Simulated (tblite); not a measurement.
Compound: C4H11FSi2.
Atom-mapped SMILES: `[F:1][Si@@H:2]1[CH2:3][CH2:4][C@@H:5]1[CH2:6][SiH3:7]` (hydrogens: H8 on Si2; H9, H10 on C3; H11, H12 on C4; H13 on C5; H14, H15 on C6; H16, H17, H18 on Si7)

Computed with GFN2-xTB (tblite), gas phase: L-BFGS steps from a force-field or distance-geometry start until the largest atomic force falls under 0.01 eV/Å.

The end geometry, which sets the zero of energy:
```
atom  x, y, z in Å
F1     -0.6026   -1.8690    1.5153
Si2    -0.7566   -0.2568    1.4723
C3     -2.3070    0.3148    0.5257
C4     -1.4473    0.7410   -0.6878
C5     -0.0226    0.5341   -0.1064
C6      0.9107   -0.3014   -0.9758
Si7     2.6333   -0.5275   -0.2100
H8     -0.4195    0.1463    2.8236
H9     -2.8408    1.1518    0.9697
H10    -3.0455   -0.4470    0.2861
H11    -1.6345    1.7663   -1.0038
H12    -1.6173    0.0871   -1.5423
H13     0.4510    1.5014    0.0789
H14     0.4577   -1.2800   -1.1491
H15     1.0030    0.1753   -1.9566
H16     3.4662   -1.3098   -1.1261
H17     3.2459    0.7900   -0.0050
H18     2.5171   -1.2103    1.0796
```

Task: These geometries come from the run, each turned onto the end geometry. Order them by energy, lowest first.
A.
```
atom  x, y, z in Å
F1     -0.7969   -1.9282    1.4403
Si2    -0.8059   -0.3082    1.4677
C3     -2.3079    0.4360    0.5612
C4     -1.4543    0.6489   -0.7094
C5     -0.0377    0.4635   -0.1063
C6      0.9369   -0.3298   -0.9673
Si7     2.6735   -0.4661   -0.2147
H8     -0.4240    0.0013    2.8311
H9     -2.6372    1.3860    0.9772
H10    -3.1950   -0.1759    0.4096
H11    -1.6066    1.6158   -1.1888
H12    -1.6547   -0.1331   -1.4419
H13     0.3986    1.4446    0.1009
H14     0.5325   -1.3300   -1.1354
H15     1.0057    0.1462   -1.9505
H16     3.5766   -1.0532   -1.2083
H17     3.1482    0.8788    0.1277
H18     2.6395   -1.2904    0.9954
```
B.
```
atom  x, y, z in Å
F1     -0.8763   -1.9096    1.3827
Si2    -0.8123   -0.2928    1.4674
C3     -2.3155    0.4591    0.5693
C4     -1.4627    0.6339   -0.7073
C5     -0.0420    0.4756   -0.1027
C6      0.9411   -0.3204   -0.9528
Si7     2.6867   -0.4585   -0.2112
H8     -0.3661   -0.0522    2.8232
H9     -2.6493    1.4162    0.9606
H10    -3.1955   -0.1639    0.4296
H11    -1.6213    1.5752   -1.2314
H12    -1.6642   -0.1785   -1.4047
H13     0.3860    1.4638    0.0916
H14     0.5456   -1.3284   -1.1057
H15     1.0034    0.1498   -1.9409
H16     3.5755   -1.0336   -1.2228
H17     3.1807    0.8711    0.1591
H18     2.6772   -1.3005    0.9843
```
C.
```
atom  x, y, z in Å
F1     -0.7003   -1.8906    1.5272
Si2    -0.7778   -0.2731    1.4755
C3     -2.3099    0.3516    0.5326
C4     -1.4427    0.7233   -0.6930
C5     -0.0242    0.4984   -0.1053
C6      0.9152   -0.3311   -0.9735
Si7     2.6483   -0.5049   -0.2184
H8     -0.4014    0.1180    2.8210
H9     -2.7955    1.2208    0.9706
H10    -3.0878   -0.3754    0.3064
H11    -1.6067    1.7423   -1.0416
H12    -1.6296    0.0485   -1.5272
H13     0.4526    1.4621    0.0912
H14     0.4771   -1.3177   -1.1363
H15     0.9935    0.1374   -1.9592
H16     3.5276   -1.1948   -1.1655
H17     3.1846    0.8365    0.0417
H18     2.5683   -1.2452    1.0421
```
D.
```
atom  x, y, z in Å
F1     -0.9986   -2.0185    1.0542
Si2    -0.6827   -0.4610    1.3478
C3     -2.1299    0.6194    0.7123
C4     -1.5948    0.3927   -0.7210
C5     -0.0980    0.3530   -0.3032
C6      1.0004   -0.2242   -1.1910
Si7     2.5258   -0.3537   -0.0596
H8      0.0010   -0.4585    2.6288
H9     -1.9135    1.6457    1.0248
H10    -3.1860    0.4617    0.8978
H11    -1.8472    1.1654   -1.4474
H12    -1.9022   -0.5908   -1.1183
H13     0.2257    1.3748   -0.0485
H14     0.7316   -1.1842   -1.6304
H15     1.2013    0.4383   -2.0330
H16     3.6414   -1.1116   -0.6417
H17     2.9076    1.0129    0.3465
H18     2.1094   -1.0551    1.1700
```
E.
```
atom  x, y, z in Å
F1     -0.9730   -1.9134    1.2571
Si2    -0.7791   -0.3170    1.4410
C3     -2.2800    0.5115    0.6239
C4     -1.5015    0.5822   -0.7112
C5     -0.0594    0.4454   -0.1635
C6      0.9592   -0.3050   -1.0161
Si7     2.6621   -0.4345   -0.1786
H8     -0.2823   -0.1611    2.7909
H9     -2.5103    1.4989    1.0103
H10    -3.2040   -0.0584    0.5917
H11    -1.6708    1.4797   -1.3052
H12    -1.7293   -0.2832   -1.3300
H13     0.3129    1.4520    0.0416
H14     0.5818   -1.3075   -1.2353
H15     1.1010    0.2087   -1.9705
H16     3.6571   -1.0296   -1.0898
H17     3.1610    0.8990    0.1977
H18     2.5460   -1.2615    1.0344
```

Result: C (0.003 eV), A (0.010 eV), B (0.018 eV), E (0.053 eV), D (0.397 eV).

In the order of the answer:

```tsv
step	E above end (eV)	largest force (eV/Å)	rms force component (eV/Å)	rms distance from end (Å)	rms bond change (Å)	bond most changed (Å)
80	0.003	0.03	0.010	0.064	0.001	Si2–C5 +0.001
53	0.010	0.04	0.012	0.182	0.001	C4–C5 -0.002
39	0.018	0.07	0.026	0.210	0.001	C6–Si7 +0.003
28	0.053	0.23	0.079	0.292	0.004	Si7–H16 +0.010
10	0.397	0.48	0.153	0.601	0.008	Si2–C5 +0.019
```

The cost below is that of the whole relaxation. Time: 0.82 s. Hardware: one thread, Arm Neoverse V1 (aarch64) (shared host).
